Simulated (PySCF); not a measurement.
Working out the ionisation energy of C⁺

C⁺ [He] 2s2 2p1 (2P) → C²⁺ [He] 2s2 (1S). Calculation: PySCF 2.14, in def2-SVP (3s2p1d, 14 functions); the non-relativistic Hamiltonian (point nucleus). Frozen: 1s2. Energies in hartree (1 hartree = 27.21139 eV):

```json
{"part": "UHF", "C⁺ (lower)": "-37.244191", "C²⁺ (upper)": "-36.350857"}
{"part": "CCSD correlation", "C⁺ (lower)": "-0.066659", "C²⁺ (upper)": "-0.073138"}
{"part": "(T)", "C⁺ (lower)": "-0.000737", "C²⁺ (upper)": "0.000000"}
```

Question: What does Hartree-Fock give?

Answer: (-36.350857) − (-37.244191) = 0.893334 hartree = 24.309 eV.

Question: What do CCSD and CCSD(T) give?

Answer: The CCSD correlation energies differ by -0.006479 hartree = -0.176 eV and the triples by 0.000737 hartree = 0.020 eV, so CCSD gives 24.133 eV and CCSD(T) 24.153 eV.

Measured between the centres of the two terms (NIST): 24.378 eV, so CCSD(T) (valence) is off by -0.225 eV.

A double-zeta basis recovers only part of the correlation energy.

The coupled-cluster amplitudes are large, so a single reference is strained.

What remains against the reference includes basis incompleteness, the frozen core and higher excitations.
